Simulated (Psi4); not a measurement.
C4H12Si (SMILES C[Si](C)(C)C), singlet, at a GFN2-xTB geometry; LCCD/STO-3G (Psi4 1.11).

The Psi4 input:
```
memory 2 GB

molecule mol {
0 1
  C    -0.417781   -1.214189   -1.412677
  Si    0.000000    0.000000   -0.000000
  C     0.005541    1.785287   -0.676144
  C    -1.310410   -0.153853    1.379712
  C     1.722650   -0.417246    0.709109
  H    -1.393964   -1.004244   -1.839505
  H    -0.429310   -2.241604   -1.061285
  H     0.309978   -1.152215   -2.216244
  H     0.240358    2.503370    0.103862
  H    -0.962114    2.055656   -1.088135
  H     0.741828    1.907685   -1.464873
  H    -2.304575    0.077452    1.009137
  H    -1.339921   -1.159908    1.787357
  H    -1.102103    0.525166    2.201134
  H     1.754239   -1.428607    1.103244
  H     2.493527   -0.339218   -0.051714
  H     1.992058    0.256468    1.517021
}

set basis sto-3g
set reference rhf

energy('lccd')
print_variables()
```

It wrote (shortened):

```
   => Loading Basis Set <=

    Name: STO-3G
    Role: ORBITAL
    Keyword: BASIS

         ---------------------------------------------------------
                                   SCF
               by Justin Turney, Rob Parrish, Andy Simmonett
                          and Daniel G. A. Smith
                              RHF Reference
         ---------------------------------------------------------

  ==> Geometry <==

    Molecular point group: c1
    Full point group: C1

    Geometry (in Angstrom), charge = 0, multiplicity = 1:

       Center              X                  Y                   Z               Mass
    ------------   -----------------  -----------------  -----------------  -----------------
         C           -0.417781011443    -1.214188875189    -1.412676988557    12.000000000000
         SI          -0.000000011443     0.000000124811     0.000000011443    27.976926534650
         C            0.005540988557     1.785287124811    -0.676143988557    12.000000000000
         C           -1.310410011443    -0.153852875189     1.379712011443    12.000000000000
         C            1.722649988557    -0.417245875189     0.709109011443    12.000000000000
         H           -1.393964011443    -1.004243875189    -1.839504988557     1.007825032230
         H           -0.429310011443    -2.241603875189    -1.061284988557     1.007825032230
         H            0.309977988557    -1.152214875189    -2.216243988557     1.007825032230
         H            0.240357988557     2.503370124811     0.103862011443     1.007825032230
         H           -0.962114011443     2.055656124811    -1.088134988557     1.007825032230
         H            0.741827988557     1.907685124811    -1.464872988557     1.007825032230
         H           -2.304575011443     0.077452124811     1.009137011443     1.007825032230
         H           -1.339921011443    -1.159907875189     1.787357011443     1.007825032230
         H           -1.102103011443     0.525166124811     2.201134011443     1.007825032230
         H            1.754238988557    -1.428606875189     1.103244011443     1.007825032230
         H            2.493526988557    -0.339217875189    -0.051713988557     1.007825032230
         H            1.992057988557     0.256468124811     1.517021011443     1.007825032230

  Running in c1 symmetry.

  Rotational constants: A =      0.10052  B =      0.10052  C =      0.10052 [cm^-1]
  Rotational constants: A =   3013.54661  B =   3013.54629  C =   3013.54587 [MHz]
  Nuclear repulsion =  243.401032712805460

  Charge       = 0
  Multiplicity = 1
  Electrons    = 50
  Nalpha       = 25
  Nbeta        = 25

  ==> Algorithm <==

  SCF Algorithm Type is PK.
  DIIS enabled.
  MOM disabled.
  Fractional occupation disabled.
  Guess Type is SAD.
  Energy threshold   = 1.00e-08
  Density threshold  = 1.00e-08
  Integral threshold = 1.00e-12

  ==> Primary Basis <==

  Basis Set: STO-3G
    Blend: STO-3G
    Number of shells: 29
    Number of basis functions: 41
    Number of Cartesian functions: 41
    Spherical Harmonics?: true
    Max angular momentum: 1

  ==> Integral Setup <==

  Using in-core PK algorithm.
   Calculation information:
      Number of atoms:                  17
      Number of AO shells:              29
      Number of primitives:             87
      Number of atomic orbitals:        41
      Number of basis functions:        41

      Integral cutoff                 1.00e-12
      Number of threads:                 1

  Performing in-core PK
  Using 742182 doubles for integral storage.
  We computed 90393 shell quartets total.
  Whereas there are 94830 unique shell quartets.

  ==> DiskJK: Disk-Based J/K Matrices <==

    J tasked:                  Yes
    K tasked:                  Yes
    wK tasked:                  No
    Schwarz Cutoff:          1E-12

  Minimum eigenvalue in the overlap matrix is 2.2708246439E-01.
  Reciprocal condition number of the overlap matrix is 9.4733958000E-02.
[...]

    Final Occupation by Irrep:
              A
    DOCC [    25 ]
    NA   [    25 ]
    NB   [    25 ]

  @RHF Final Energy:  -442.29446497054300

   => Energetics <=

    Nuclear Repulsion Energy =            243.4010327128054598
    One-Electron Energy =               -1092.9080540071795440
    Two-Electron Energy =                 407.2125563238311088
    Total Energy =                       -442.2944649705430038

Computation Completed

Properties will be evaluated at   0.000000,   0.000000,   0.000000 [a0]

Properties computed using the SCF density matrix

 Multipole Moments:

 ------------------------------------------------------------------------------------
     Multipole            Electronic (a.u.)      Nuclear  (a.u.)        Total (a.u.)
 ------------------------------------------------------------------------------------

 L = 1.  Multiply by 2.5417464519 to convert [e a0] to [Debye]
 Dipole X            :         -0.0000006            0.0000008            0.0000002
 Dipole Y            :         -0.0000019            0.0000023            0.0000005
 Dipole Z            :          0.0000008           -0.0000008           -0.0000000
 Magnitude           :                                                    0.0000005

 ------------------------------------------------------------------------------------

 MINTS: Wrapper to libmints.
   by Justin Turney

   Calculation information:
      Number of threads:                 1
      Number of atoms:                  17
      Number of AO shells:              29
      Number of SO shells:              29
      Number of primitives:             87
      Number of atomic orbitals:        41
      Number of basis functions:        41

      Number of irreps:                  1
      Integral cutoff                 1.00e-12
      Number of functions per irrep: [  41 ]

 OEINTS: Overlap, kinetic, potential, dipole, and quadrupole integrals
         stored in file 35.

      Computed 360609 non-zero two-electron integrals.
        Stored in file 33.

        ==> Transform all two-electron integrals <==

	Presorting SO-basis two-electron integrals.
	Sorting File: SO Ints (nn|nn) nbuckets = 1
	Constructing frozen core operators
	Starting first half-transformation.
	Sorting half-transformed integrals.
	First half integral transformation complete.
	Starting second half-transformation.
	Two-electron integral transformation complete.

Traceback (most recent call last):
  File "psi4", line 375, in <module>
  File "<string>", line 38, in <module>
  File "site-packages/psi4/driver/driver.py", line 533, in energy
  File "site-packages/psi4/driver/procrouting/proc.py", line 694, in select_lccd
  File "site-packages/psi4/driver/procrouting/proc.py", line 5807, in run_cepa

RuntimeError:
Fatal Error: ndocc must be less than nvirt
The most recent 5 function calls were:

psi::PsiException::PsiException(std::__cxx11::basic_string<char, std::char_traits<char>, std::allocator<char> >, char const*, int)

Printing out the relevant lines from the Psithon --> Python processed input file:
      H     1.992058    0.256468    1.517021
    ""","mol")
    core.IO.set_default_namespace("mol")
    core.set_global_option("BASIS", "sto-3g")
    core.set_global_option("REFERENCE", "rhf")
--> energy('lccd')
    print_variables()

!----------------------------------------------------------------------------------!
!                                                                                  !
! Fatal Error: ndocc must be less than nvirt                                       !
! The most recent 5 function calls were:                                           !
! psi::PsiException::PsiException(std::__cxx11::basic_string<char,                 !
!     std::char_traits<char>, std::allocator<char> >, char const*, int)            !
!                                                                                  !
!----------------------------------------------------------------------------------!
```

The run crashed.
